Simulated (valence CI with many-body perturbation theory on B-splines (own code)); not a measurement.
# Os LXXII in brief

Computed by configuration interaction combined with many-body perturbation theory (CI+MBPT): three valence electrons over a frozen Dirac-Fock core [He], a basis of 11 s, 11 p, 10 d, 8 f, 5 g, 2 h functions for each j, with the one-electron correlation potential Σ1, the two-electron term Σ2, the three-electron term Σ3, Breit, model QED; selected CI, second order for the rest, scaled by the run's own slope (own B-spline code, finite nucleus).

No measured spectrum was set against this ion. As an estimate, large intervals hold to a few tenths of a per cent, small ones and those within an open d or f shell to about a per cent.

Levels are named by their leading jj configuration (3d3/2^4 stands for four electrons in 3d with j = 3/2), which in mixed levels can hold well under half, so a name can repeat and another be missing.

Rates and lifetimes use the calculated energies. Strong lines usually hold to 10 to 20 %, long lifetimes can be off by a factor of two.

Question: What is the ground level?

Answer: (2s^2 2p1/2) J=1/2, composition 100 % 2s²2p ²P°, g = 0.612.

Question: What is the ionisation energy?

Answer: 20023 eV; NIST lists 20030 ± 60 eV (theoretical).

Question: Where does the other parity begin?

Answer: At (2s 2p1/2^2) J=1/2, 2292.7 × 10³ cm⁻¹.

Question: Name the longest-lived excited levels whose lifetime is computed, and their main decay.

Answer: (2s 2p1/2 2p3/2) J=5/2 at 15285 × 10³ cm⁻¹ lives 106 ps, mostly by E1 to (2s^2 2p3/2) J=3/2; (2s 2p1/2^2) J=1/2 at 2292.7 × 10³ cm⁻¹ lives 36.8 ps, mostly by E1 to (2s^2 2p1/2) J=1/2; (2s^2 2p3/2) J=3/2 at 13334 × 10³ cm⁻¹ lives 13.9 ps, mostly by E1 to (2s 2p1/2^2) J=1/2.

Question: Among levels below 132610 × 10³ cm⁻¹, which E1 lines absorb most strongly from the ground level?

Answer: to (2s^2 3d3/2) J=3/2 at 0.1037 nm, f = 0.551; to (2s 2p1/2 3p1/2) J=3/2 at 0.1067 nm, f = 0.196; to (2s 2p1/2 2p3/2) J=3/2 at 0.6284 nm, f = 0.180.
